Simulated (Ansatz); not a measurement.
Ansatz (a quantum-chemistry and plane-wave program) input (wB97X-V/def2-TZVPD):

Ansatz 0.2 input:
```yaml
crystal:
  periodic: [false, false, false]
  atoms:
    - {symbol: C, position_ang: [-0.18305178, 2.45473982, 0.15623347]}
    - {symbol: O, position_ang: [-0.84269614, 1.21929139, 0.06982848]}
    - {symbol: Al, position_ang: [-0.46512160, -0.42281633, -0.05390649]}
    - {symbol: C, position_ang: [-1.90826286, -1.70591108, -0.21900824]}
    - {symbol: O, position_ang: [1.13385149, -0.97016229, -0.03675332]}
    - {symbol: C, position_ang: [2.42507871, -0.43751606, 0.10157823]}
    - {symbol: H, position_ang: [-0.69800951, 3.19318215, -0.46500716]}
    - {symbol: H, position_ang: [0.85840484, 2.39796733, -0.17985280]}
    - {symbol: H, position_ang: [-0.18631458, 2.82119407, 1.18778946]}
    - {symbol: H, position_ang: [-1.53227197, -2.72717338, -0.29290536]}
    - {symbol: H, position_ang: [-2.57952231, -1.65149439, 0.64159697]}
    - {symbol: H, position_ang: [-2.51461131, -1.50067318, -1.10460714]}
    - {symbol: H, position_ang: [3.02313121, -1.08163393, 0.75261690]}
    - {symbol: H, position_ang: [2.92453757, -0.38465284, -0.87107806]}
    - {symbol: H, position_ang: [2.41940962, 0.56898769, 0.53480959]}
basis:
  gaussian:
    orbitals: def2-TZVPD
hamiltonian:
  xc: {name: wB97X-V}
output: {forces: true}
```

End of the output:

```
integrals: 0.48 GiB planned
647 factors; integrals over basis functions are off by at most 9.3e-6 eV
0.54 GiB of the device are held for the grids
2.32 GiB of device memory are held for the factors and their scratch space
mean field: 2.76 GiB planned
mean field evaluation 1: about -13942.2934 eV, gradient 7.1e1 eV
mean field evaluation 2: about -13942.5087 eV, gradient 7.4e1 eV
mean field evaluation 4: about -13951.3522 eV, gradient 2.3e0 eV
mean field evaluation 8: about -13951.3801 eV, gradient 8.0e-2 eV
mean field evaluation 16: about -13951.3593 eV, gradient 3.4e-4 eV
mean field -13951.35932880 eV, -512.7029987625 hartree, gradient 2.0e-5 eV, S^2 0.000000; 0 other end points of the search recorded, 0 dependent functions left out
the calculation of the forces begins
reference -13951.35932587 eV, -512.7029986546 hartree; 28, 28 occupied and 287, 287 virtual orbitals, 1622 factors
Total energy: -13951.35932587 eV, -512.7029986546 hartree
Atom 0 at    -0.183052     2.454740     0.156233 Å, force    -0.025508    -0.037612     0.007940 eV/Å
Atom 1 at    -0.842696     1.219291     0.069828 Å, force     0.004569     0.016422     0.000568 eV/Å
Atom 2 at    -0.465122    -0.422816    -0.053906 Å, force    -0.014036    -0.018213    -0.001838 eV/Å
Atom 3 at    -1.908263    -1.705911    -0.219008 Å, force     0.071873     0.071548     0.008417 eV/Å
Atom 4 at     1.133851    -0.970162    -0.036753 Å, force     0.017472     0.005019     0.002330 eV/Å
Atom 5 at     2.425079    -0.437516     0.101578 Å, force    -0.039810    -0.022178    -0.016822 eV/Å
Atom 6 at    -0.698010     3.193182    -0.465007 Å, force    -0.034022     0.035512    -0.038475 eV/Å
Atom 7 at     0.858405     2.397967    -0.179853 Å, force     0.067032    -0.020244    -0.031858 eV/Å
Atom 8 at    -0.186315     2.821194     1.187789 Å, force    -0.008432     0.012456     0.062099 eV/Å
Atom 9 at    -1.532272    -2.727173    -0.292905 Å, force     0.023544    -0.076091    -0.005498 eV/Å
Atom 10 at    -2.579522    -1.651494     0.641597 Å, force    -0.047759     0.000547     0.057465 eV/Å
Atom 11 at    -2.514611    -1.500673    -1.104607 Å, force    -0.043660     0.010559    -0.059751 eV/Å
Atom 12 at     3.023131    -1.081634     0.752617 Å, force     0.026518    -0.040962     0.039104 eV/Å
Atom 13 at     2.924538    -0.384653    -0.871078 Å, force     0.020303    -0.003423    -0.059995 eV/Å
Atom 14 at     2.419410     0.568988     0.534810 Å, force    -0.018083     0.066657     0.036313 eV/Å
Dipole moment:     0.185238     0.170698     0.021419 e Å
```
